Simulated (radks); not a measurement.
Values are calculated unless marked as measured or tabulated.
Tc37+, configuration [He] 2s2 2p2. Code: a radial shooting solver on a logarithmic mesh with Libxc functionals. Model: Dirac Kohn-Sham, Slater X-alpha with alpha = 0.763, spin-unpolarised, spherical densities, point nucleus; open shells fill j = l - 1/2 first.

Unscreened Slater integrals over Kohn-Sham orbitals (eV). Large and small components are both included. Empty in this configuration: 2p3/2.

integral          value
F0(2p1/2,2p1/2)  207.99
F0(2p1/2,2s1/2)  186.69
G1(2p1/2,2s1/2)  101.66
F0(2p1/2,1s1/2)  282.46
G1(2p1/2,1s1/2)  53.372
F0(2p1/2,2p3/2)  204.30
G2(2p1/2,2p3/2)  95.748
F0(2s1/2,2s1/2)  173.69
F0(2s1/2,1s1/2)  245.08
G0(2s1/2,1s1/2)  25.995
F0(2s1/2,2p3/2)  184.16
G1(2s1/2,2p3/2)  102.92
F0(1s1/2,1s1/2)  750.16
F0(1s1/2,2p3/2)  271.09
G1(1s1/2,2p3/2)  51.299
F0(2p3/2,2p3/2)  200.86
F2(2p3/2,2p3/2)  96.393
